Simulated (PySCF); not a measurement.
In(F)(Et)2, SMILES C[CH2][In]([F])[CH2]C (GFN2-xTB optimised geometry):

```
16

In     0.026    -0.002     0.000
F     -0.454    -1.948    -0.022
C     -1.957     1.161     0.000
C     -3.093     0.194     0.251
H     -2.034     1.639    -0.976
H     -1.884     1.926     0.773
H     -3.002    -0.262     1.238
H     -3.086    -0.607    -0.490
H     -4.055     0.707     0.195
C      2.322    -0.002     0.000
C      2.967     1.368     0.016
H      2.585    -0.569    -0.893
H      2.584    -0.589     0.881
H      2.680     1.930     0.905
H      2.685     1.948    -0.863
H      4.055     1.269     0.018
```

Level of theory: PBE0/def2-TZVP, def2 effective core potentials past Kr (PySCF).

Q: What are the frontier orbital energies and the dipole moment?

A: HOMO-2 -9.20 eV, HOMO-1 -8.27 eV, HOMO -6.82 eV, LUMO -1.15 eV, LUMO+1 -0.99 eV; dipole moment 3.71 D.

On the same geometry PBE/def2-TZVP, def2 effective core potentials past Kr (PySCF) gives HOMO-2 -7.28 eV, HOMO-1 -6.94 eV, HOMO -5.76 eV, LUMO -1.85 eV, LUMO+1 -1.80 eV; dipole moment 3.53 D.
